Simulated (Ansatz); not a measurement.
A nudged elastic band was laid between two geometries of Ge2H6O3 + H2S (14 atoms, charge 0, multiplicity 1).

The calculation used Ansatz, RKS PBE/def2-SVP.

| Item | Value |
| --- | --- |
| movable images | 5 |
| climbing image | yes |
| spring | 5.0 eV/Å² |
| optimiser | quadratic models (default) |
| start path | through a guess of the saddle point |
| force threshold | 0.05 eV/Å |
| iteration limit | 60 |
| end points | relaxed |

First end point:

```xyz
14
Properties=species:S:1:pos:R:3
Ge -0.370 -0.131 0.294
Ge -0.558 0.205 2.702
H -1.829 -0.573 3.143
H 0.675 -0.408 3.400
H -0.719 1.703 3.032
O 1.051 0.664 -0.505
H 1.538 -0.023 -1.005
O -1.871 0.521 -0.445
H -1.741 0.654 -1.404
O -0.068 -1.828 -0.246
H -0.832 -2.405 -0.059
S 2.706 2.184 1.956
H 2.155 1.632 0.821
H 3.374 1.034 2.245
```

Last end point:

```xyz
14
Properties=species:S:1:pos:R:3
Ge 0.433 0.353 -0.529
Ge -0.221 0.010 4.035
H -1.201 -1.141 3.700
H 1.220 -0.381 3.633
H -0.266 0.265 5.566
O 1.184 -0.604 -1.846
H 1.980 -1.069 -1.526
O -0.935 1.141 -1.360
H -0.869 0.961 -2.318
O -0.224 -0.642 0.804
H -1.168 -0.829 0.631
S 1.874 1.691 0.508
H 2.355 2.173 -0.673
H -0.651 1.303 3.304
```

Task: What changes between the two ends?

Result: Bonds broken: Ge1–Ge2, S12–H14. Bonds formed: Ge1–S12, Ge2–H14. Ge2H6O3 + H2S becomes GeH4 + GeH4O3S.

Task: Give the energies along the band, and the barrier.

Result: The run converged. The highest image is number 3 of 0 to 6, 178.4 kJ/mol above the first end and 183.7 kJ/mol above the last; the last end lies 5.2 kJ/mol below the first. Neighbouring images differ by up to 1.9 eV, so the band resolves the path poorly. A vibrational analysis at the climbing image gives one clearly imaginary mode, 912i cm⁻¹: a first-order saddle point. The orbitals stay closed-shell, which can raise the energy where a bond breaks towards radicals; this wasn't checked here.

```tsv
image	path coordinate (Å)	energy (kJ/mol)	Ge1–Ge2 (Å)	S12–H14 (Å)	Ge1–S12 (Å)
0	0.00	0.0	2.44	1.36	4.19
1	2.06	3.4	2.44	1.36	3.95
2	4.13	25.6	2.44	1.36	3.55
3	6.19	178.4	2.85	1.73	2.46
4	9.46	-4.2	4.53	3.20	2.22
5	12.73	-5.0	4.94	4.93	2.22
6	16.00	-5.2	4.62	3.79	2.22
```

Task: What is the geometry of the highest image?

Result: 
```xyz
14
Properties=species:S:1:pos:R:3
Ge 0.305 0.367 0.092
Ge -0.055 -0.025 2.897
H -1.494 -0.617 2.791
H 0.941 -1.191 3.139
H -0.057 0.876 4.171
O 1.897 -0.014 -0.642
H 1.901 -0.983 -0.795
O -1.047 1.170 -0.780
H -1.620 0.455 -1.128
O -0.264 -1.378 0.121
H -1.072 -1.503 0.655
S 1.129 2.599 0.730
H 2.387 2.087 0.852
H 0.557 1.390 1.827
```

Time of the run: 3.3 min on 4 threads of Intel(R) Xeon(R) Platinum 8488C (Sapphire Rapids), with other jobs on the host, peak memory 0.29 GiB.
